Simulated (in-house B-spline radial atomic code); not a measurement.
Atomic self-consistent-field run: Ca9+. Computed with an all-electron radial atomic-structure program (B-spline basis): Dirac-Kohn-Sham BP86, spherical fractional occupations, Fermi nucleus of rms radius 3.4776 fm.

Command:
```bash
python run_scf.py task.json out
```
Settings (nuclear radius in fm, mass in u):
```
Z                20
configuration    [Ne] 3s1
hamiltonian      dirac
method           b88,p86
spin_polarised   False
nucleus          fermi
rms_radius       3.4776
atomic_mass      39.96259
speed_of_light   137.035999084
```

Output (hartree, bohr):
```
 radial grid: 64 intervals, B-splines of order 8, outer radius 7.1134 bohr

 iter        energy (Eh)    residual
    1        -642.303648    1.27e+00
    2        -650.749852    3.75e-01
    3        -651.357354    1.38e-01
    4        -651.444342    4.98e-02
    5        -651.456768    1.39e-02
    6        -651.457833    4.25e-05
    7        -651.457833    1.50e-06
    8        -651.457833    1.44e-08

 total energy                      -651.45783
 kinetic                             657.0210
 electron-nucleus                  -1463.7721
 Hartree                             186.2920
 exchange-correlation                -30.9987

 first-order corrections (not in the total)
   Gaunt                             0.2005
   retardation                      -0.0156
   frequency dependence             -0.0002
   self-energy                       0.1359
   Uehling                          -0.0100
   Wichmann-Kroll                    0.0000
   recoil                            0.0073

 orbital      occ     eigenvalue          <r>       <r^2>       <1/r>     <1/r^2>       <r^4>       r_max    small
 1s1/2      2.000      -152.7683    0.0767849  0.00792943     19.7531     795.322 0.000161924     0.05026  5.11e-03
 2s1/2      2.000       -22.3018     0.359889    0.153049     4.10181     70.6001    0.041018      0.2982  8.77e-04
 2p1/2      2.000       -19.5302     0.320666    0.126783     4.03048     22.7244   0.0328818      0.2431  8.56e-04
 2p3/2      4.000       -19.3903     0.323089    0.128558     3.98872     21.9876   0.0337164      0.2451  8.48e-04
 3s1/2      1.000        -7.3679     0.976354     1.08251       1.463     13.6229     1.73324       0.901  2.49e-04
```

Cost of the run: 0.54 s on 1 thread of Arm Neoverse V2 (shared host).

For the Dirac Hamiltonian the kinetic term is c α·p + (β - 1)c².
